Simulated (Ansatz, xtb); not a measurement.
# C4H5N3Si: which of two isomers lies lower

Structure I: `N#Cc1cnn([SiH3])c1`, a singlet. Structure II: `N#Cc1c[nH]nc1[SiH3]`, a singlet. Both are isolated molecules in the gas phase, relaxed with r2SCAN-D4/def2-SVP.

Quicker runs give these differences E(II) − E(I): GFN2-xTB +0.936 eV; HF/STO-3G +0.678 eV (at GFN2-xTB geometries); r2SCAN-D4/def2-SVP//GFN2-xTB +0.339 eV.

**Question.** Estimate E(II) − E(I) at the level CCSD(T)/def2-SVP + ΔMP2/def2-TZVPP.

**Answer.** Calculated at CCSD(T)/def2-SVP + ΔMP2/def2-TZVPP: E(II) − E(I) = +0.490 eV, so structure I lies lower.

The same difference at several levels:

```tsv
level	geometry	E(II) − E(I) (eV)	departure from the last row (eV)	job, with rough time for the two
GFN2-xTB	GFN2-xTB	+0.936	+0.446	optimisation, 0.15 s
HF/STO-3G	GFN2-xTB	+0.678	+0.188	single point, 0.48 s
r2SCAN-D4/def2-SVP//GFN2-xTB	GFN2-xTB	+0.339	−0.151	single point, 3.4 s
r2SCAN-D4/def2-SVP	r2SCAN-D4/def2-SVP	+0.363	−0.127	optimisation, 30 s
HF/def2-SVP	r2SCAN-D4/def2-SVP	+0.526	+0.036	part of the CCSD(T) run
MP2/def2-SVP	r2SCAN-D4/def2-SVP	+0.438	−0.052	part of the CCSD(T) run
CCSD(T)/def2-SVP	r2SCAN-D4/def2-SVP	+0.446	−0.044	single point
CCSD(T)/def2-SVP + ΔMP2/def2-TZVPP	r2SCAN-D4/def2-SVP	+0.490		single point, 60 s
```

As drawn, II has 1 C–Si, 1 N–H in place of 1 N–Si, 1 C–H.

The levels shown agree on the order. The largest departure from CCSD(T)/def2-SVP + ΔMP2/def2-TZVPP is that of GFN2-xTB, 0.446 eV. The last row adds to CCSD(T) the change of the MP2 difference between the two basis sets, here +0.044 eV.

With thermal terms from frequencies at re-optimised GFN2-xTB minima (ideal gas, soft modes damped towards free rotors, one conformer each, 298.15 K, 1 atm): on the last row, ΔE + ΔZPE = +0.490, ΔH = +0.490, ΔG = +0.492 eV.

The correlated steps freeze 12 core orbitals. Run with Ansatz 0.2.0, xtb 6.7.1; the last row on 2 threads of Intel(R) Xeon(R) 6975P-C (Granite Rapids) on a shared host.
